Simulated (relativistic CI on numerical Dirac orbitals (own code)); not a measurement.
## Spin-allowed bands of a d8 ion in an octahedral site, by hand

Problem. A d8 ion in an octahedral site has a 3A2 ground term and spin-allowed bands at ν1 = 13800 and ν2 = 21428 cm⁻¹ (from a computed ligand-field model). Find Δ and the Racah parameter B, and predict the third band.

Working.
1. The F term splits into A2 (−1.2Δ), T2 (−0.2Δ) and T1 (+0.6Δ), so ν1 = E(T2) − E(A2) = Δ = 13800 cm⁻¹.
2. T1(F) mixes with T1(P), which lies at 15B, through an element 0.4Δ. The two roots, counted from A2, are ν2,3 = ½(15B + 3Δ) ∓ ½√[(15B − Δ)² + 12BΔ].
3. Solving the lower root for B gives B = (2ν1² + ν2² − 3ν1ν2)/(15ν2 − 27ν1) = -47080016/-51180 = 920 cm⁻¹.
4. The sum of the roots is 15B + 3Δ, so ν3 = 15B + 3ν1 − ν2 = 33770 cm⁻¹ (296 nm).

Check. The bands were computed by exact diagonalisation of the d8 shell with B = 920 and Δ = 13800 cm⁻¹, which gives ν3 = 33772 cm⁻¹. C does not enter the terms of highest spin.
